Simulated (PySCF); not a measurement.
S$_{2}$ (SMILES S=S), triplet, geometry from GFN2-xTB, with bond 1-2 at 1.3 times its length; PBE/def2-SVP in PySCF.

Input for PySCF:
```python
from pyscf import gto, scf, dft

mol = gto.M(
    atom='''
S     0.000000    0.000000   -1.520034
S     0.000000    0.000000    0.950021
''',
    basis='def2-svp',
    charge=0,
    spin=2,
    verbose=4,
)

mf = dft.UKS(mol)
mf.xc = 'pbe'
mf.diis = False
mf.max_cycle = 100
mf.kernel()
mf.analyze()
```

Output, abridged:

```
PySCF version 2.14.0

[INPUT] verbose = 4
[INPUT] num. atoms = 2
[INPUT] num. electrons = 32
[INPUT] charge = 0
[INPUT] spin (= nelec alpha-beta = 2S) = 2
[INPUT] symmetry False subgroup None
[INPUT] Mole.unit = angstrom
[INPUT] Symbol           X                Y                Z      unit          X                Y                Z       unit  Magmom
[...]
nuclear repulsion = 54.8446759264551
number of shells = 16
number of NR pGTOs = 72
number of NR cGTOs = 36
basis = def2-svp
ecp = {}

******** <class 'pyscf.dft.uks.UKS'> ********
method = UKS
initial guess = minao
damping factor = 0
level_shift factor = 0
DIIS disabled
SCF conv_tol = 1e-09
SCF conv_tol_grad = None
SCF max_cycles = 100
direct_scf = True
direct_scf_tol = 1e-13
number electrons alpha = 17  beta = 15
XC library pyscf.dft.libxc version 7.1.2
    S. Lehtola, C. Steigemann, M. J. T. Oliveira, and M. A. L. Marques,  SoftwareX 7, 1–5 (2018)
XC functionals = pbe
    J. P. Perdew, K. Burke, and M. Ernzerhof,  Phys. Rev. Lett. 77, 3865 (1996)
    J. P. Perdew, K. Burke, and M. Ernzerhof,  Phys. Rev. Lett. 78, 1396 (1997)
    J. P. Perdew, K. Burke, and M. Ernzerhof,  Phys. Rev. Lett. 77, 3865 (1996)
    J. P. Perdew, K. Burke, and M. Ernzerhof,  Phys. Rev. Lett. 78, 1396 (1997)
radial grids:
    Treutler-Ahlrichs [JCP 102, 346 (1995); DOI:10.1063/1.469408] (M4) radial grids

becke partition: Becke, JCP 88, 2547 (1988); DOI:10.1063/1.454033
pruning grids: <function nwchem_prune>
grids dens level: 3
symmetrized grids: False
atomic radii adjust function: <function treutler_atomic_radii_adjust>
small_rho_cutoff = 0
Set gradient conv threshold to 3.16228e-05
tot grids = 37760
init E= -795.578926421552

cycle= 1 E= -795.710618829946  delta_E= -0.132  |g|= 0.0451  |ddm|= 1.19
cycle= 2 E= -795.711740025802  delta_E= -0.00112  |g|= 0.00916  |ddm|= 0.0638
cycle= 3 E= -795.711770543897  delta_E= -3.05e-05  |g|= 0.00477  |ddm|= 0.0224
cycle= 4 E= -795.711775294866  delta_E= -4.75e-06  |g|= 0.0036  |ddm|= 0.013
cycle= 5 E= -795.711776419253  delta_E= -1.12e-06  |g|= 0.00324  |ddm|= 0.00939
cycle= 6 E= -795.711776386018  delta_E= 3.32e-08  |g|= 0.0032  |ddm|= 0.00782
cycle= 7 E= -795.711775931493  delta_E= 4.55e-07  |g|= 0.00328  |ddm|= 0.00734
cycle= 8 E= -795.711775284384  delta_E= 6.47e-07  |g|= 0.00341  |ddm|= 0.00734
cycle= 9 E= -795.711774531433  delta_E= 7.53e-07  |g|= 0.00357  |ddm|= 0.00754
cycle= 10 E= -795.711773674888  delta_E= 8.57e-07  |g|= 0.00374  |ddm|= 0.00783
cycle= 11 E= -795.711772023219  delta_E= 1.65e-06  |g|= 0.00403  |ddm|= 0.00825
cycle= 12 E= -795.711690386784  delta_E= 8.16e-05  |g|= 0.0111  |ddm|= 0.0149
cycle= 13 E= -795.702731295728  delta_E= 0.00896  |g|= 0.108  |ddm|= 0.129
cycle= 14 E= -795.28290647341  delta_E= 0.42  |g|= 0.661  |ddm|= 0.931

cycle= 15 E= -793.265566085301  delta_E= 2.02  |g|= 1.62  |ddm|= 3.02
cycle= 16 E= -782.50501542265  delta_E= 10.8  |g|=  2.7  |ddm|= 11.7

cycle= 17 E= -777.251767883462  delta_E= 5.25  |g|= 2.67  |ddm|= 12.3

cycle= 18 E= -776.924116644362  delta_E= 0.328  |g|= 2.78  |ddm|= 6.78

cycle= 19 E= -776.886930242232  delta_E= 0.0372  |g|= 2.79  |ddm|= 6.91

cycle= 20 E= -776.881368857972  delta_E= 0.00556  |g|=  2.8  |ddm|= 6.92

cycle= 21 E= -776.880498642548  delta_E= 0.00087  |g|=  2.8  |ddm|= 6.93

cycle= 22 E= -776.880382686702  delta_E= 0.000116  |g|=  2.8  |ddm|= 6.93

cycle= 23 E= -776.880363868113  delta_E= 1.88e-05  |g|=  2.8  |ddm|= 6.93

cycle= 24 E= -776.880361776843  delta_E= 2.09e-06  |g|=  2.8  |ddm|= 6.93

cycle= 25 E= -776.880361728914  delta_E= 4.79e-08  |g|=  2.8  |ddm|= 6.93

cycle= 26 E= -776.880362013671  delta_E= -2.85e-07  |g|=  2.8  |ddm|= 6.93

cycle= 27 E= -776.880362312229  delta_E= -2.99e-07  |g|=  2.8  |ddm|= 6.93

cycle= 28 E= -776.880362590701  delta_E= -2.78e-07  |g|=  2.8  |ddm|= 6.93

cycle= 29 E= -776.880362844772  delta_E= -2.54e-07  |g|=  2.8  |ddm|= 6.93

cycle= 30 E= -776.880363076075  delta_E= -2.31e-07  |g|=  2.8  |ddm|= 6.93

[...]

cycle= 82 E= -776.880365453161  delta_E= -2.06e-09  |g|=  2.8  |ddm|= 6.93

cycle= 83 E= -776.880365455046  delta_E= -1.89e-09  |g|=  2.8  |ddm|= 6.93

cycle= 84 E= -776.880365456769  delta_E= -1.72e-09  |g|=  2.8  |ddm|= 6.93

cycle= 85 E= -776.880365458345  delta_E= -1.58e-09  |g|=  2.8  |ddm|= 6.93

cycle= 86 E= -776.880365459783  delta_E= -1.44e-09  |g|=  2.8  |ddm|= 6.93

cycle= 87 E= -776.880365461098  delta_E= -1.32e-09  |g|=  2.8  |ddm|= 6.93

cycle= 88 E= -776.880365462302  delta_E= -1.2e-09  |g|=  2.8  |ddm|= 6.93

cycle= 89 E= -776.880365463401  delta_E= -1.1e-09  |g|=  2.8  |ddm|= 6.93

cycle= 90 E= -776.880365464405  delta_E= -1e-09  |g|=  2.8  |ddm|= 6.93

cycle= 91 E= -776.880365465325  delta_E= -9.19e-10  |g|=  2.8  |ddm|= 6.93

cycle= 92 E= -776.880365466163  delta_E= -8.39e-10  |g|=  2.8  |ddm|= 6.93

cycle= 93 E= -776.880365466931  delta_E= -7.67e-10  |g|=  2.8  |ddm|= 6.93

cycle= 94 E= -776.880365467633  delta_E= -7.02e-10  |g|=  2.8  |ddm|= 6.93

cycle= 95 E= -776.880365468274  delta_E= -6.42e-10  |g|=  2.8  |ddm|= 6.93

cycle= 96 E= -776.88036546886  delta_E= -5.86e-10  |g|=  2.8  |ddm|= 6.93

cycle= 97 E= -776.880365469396  delta_E= -5.36e-10  |g|=  2.8  |ddm|= 6.93

cycle= 98 E= -776.880365469885  delta_E= -4.89e-10  |g|=  2.8  |ddm|= 6.93

cycle= 99 E= -776.880365470333  delta_E= -4.48e-10  |g|=  2.8  |ddm|= 6.93

cycle= 100 E= -776.880365470743  delta_E= -4.1e-10  |g|=  2.8  |ddm|= 6.93
SCF not converged.
SCF energy = -776.880365470743 after 100 cycles  <S^2> = 2.0000213  2S+1 = 3.0000142
**** SCF Summaries ****
Total Energy =                        -776.880365470742504
Nuclear Repulsion Energy =              54.844675926455082
One-electron Energy =                -1215.139093022929956
Two-electron Energy =                  383.414051625732270
Two-electron Coulomb Energy =          436.389836933933339
DFT Exchange-Correlation Energy =      -52.975785308201068
**** MO energy ****
                             alpha | beta                alpha | beta
[...]
To work with the spin densities directly, `use mulliken_meta_spin()` only printing them here.

 ** Mulliken spin pop alpha/beta on meta-lowdin orthogonal AOs **
 ** Mulliken Spin Density (per AO)  **
spin_pop of  0 S 1s       -0.00000
spin_pop of  0 S 2s        0.00000
spin_pop of  0 S 3s        0.00022
spin_pop of  0 S 4s       -0.00019
spin_pop of  0 S 2px       0.00000
spin_pop of  0 S 2py       0.00002
spin_pop of  0 S 2pz       0.00000
spin_pop of  0 S 3px       0.00150
spin_pop of  0 S 3py       0.00630
spin_pop of  0 S 3pz       0.00059
spin_pop of  0 S 4px       0.00325
spin_pop of  0 S 4py       0.02329
spin_pop of  0 S 4pz      -0.00034
spin_pop of  0 S 3dxy      0.98372
spin_pop of  0 S 3dyz      0.83116
spin_pop of  0 S 3dz^2    -0.00016
spin_pop of  0 S 3dxz      0.13087
spin_pop of  0 S 3dx2-y2    0.01627
spin_pop of  1 S 1s       -0.00000
spin_pop of  1 S 2s       -0.00013
spin_pop of  1 S 3s        0.00009
spin_pop of  1 S 4s       -0.00001
spin_pop of  1 S 2px      -0.00029
spin_pop of  1 S 2py      -0.00021
spin_pop of  1 S 2pz      -0.00027
spin_pop of  1 S 3px       0.00048
spin_pop of  1 S 3py       0.00207
spin_pop of  1 S 3pz       0.00017
spin_pop of  1 S 4px       0.00023
spin_pop of  1 S 4py       0.00101
spin_pop of  1 S 4pz       0.00002
spin_pop of  1 S 3dxy      0.00000
spin_pop of  1 S 3dyz      0.00024
spin_pop of  1 S 3dz^2    -0.00000
spin_pop of  1 S 3dxz      0.00006
spin_pop of  1 S 3dx2-y2   -0.00000
 ** Mulliken Spin Density (per atom)  **
spin density of  0 S =      1.99652
spin density of  1 S =      0.00348
 ** Mulliken pop alpha/beta on meta-lowdin orthogonal AOs **
 ** Mulliken pop       alpha | beta **
[...]
In total            17.00000 | 15.00000
 ** Mulliken atomic charges   ( Nelec_alpha | Nelec_beta ) **
charge of  0S =     -5.96186  (    11.97919      9.98267 )
charge of  1S =      5.96186  (     5.02081      5.01733 )
Dipole moment(X, Y, Z, Debye): -0.00000,  0.00000, 74.71763
```

The run did not converge; its last values are not results.
